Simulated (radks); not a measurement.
The numbers below are computed, except where a source is named.
Dipole-allowed excitations along the series with 3 electrons in [He] 2s1. Level of theory: scalar-relativistic Kohn-Sham, LDA (Slater exchange, VWN5 correlation), spin-polarised, spherical densities, finite nucleus; open shells are filled with parallel spins first; Fermi nuclear charge, rms radius of each element as measured or else 0.836 A^(1/3) + 0.57 fm (a radial shooting solver on a logarithmic mesh with Libxc functionals). Time-dependent linear response with the Hartree and adiabatic LDA kernel, continuum included through the Sternheimer equations, no spin-orbit coupling, so fine structure and intercombination lines are absent. Lines are the poles of the dipole polarisability below minus the highest occupied eigenvalue, found on a grid refined at the orbital gaps; the lowest seven at most are given, and weak or close lines can be missed. The first line takes the name of the lowest orbital gap if no other gap lies below it; otherwise a line is named after a gap within 0.6 % of it, if that gap stands alone.

species,-e(HOMO) (eV),lowest orbital gap (eV),first line (eV),f,strongest line (eV),its f,static alpha (bohr^3),measured (eV)
Li,3.165,2s-2p 1.827,1.972 (2s-2p),0.743,the first,0.743,143.6,2s-2p 1.848
Be+,14.302,2s-2p 3.882,4.228 (2s-2p),0.486,the first,0.486,21.19,2s-2p 3.959
B2+,32.370,2s-2p 5.878,6.386 (2s-2p),0.353,the first,0.353,6.801,-
C3+,57.284,2s-2p 7.854,8.511 (2s-2p),0.276,the first,0.276,2.998,-
N4+,89.029,2s-2p 9.825,10.628 (2s-2p),0.227,57.791 (unassigned),0.238,1.577,-
O5+,127.60,2s-2p 11.804,12.749 (2s-2p),0.193,80.890 (unassigned),0.265,0.9281,-

Measured values: term averages from the NIST Handbook of Basic Atomic Spectroscopic Data.
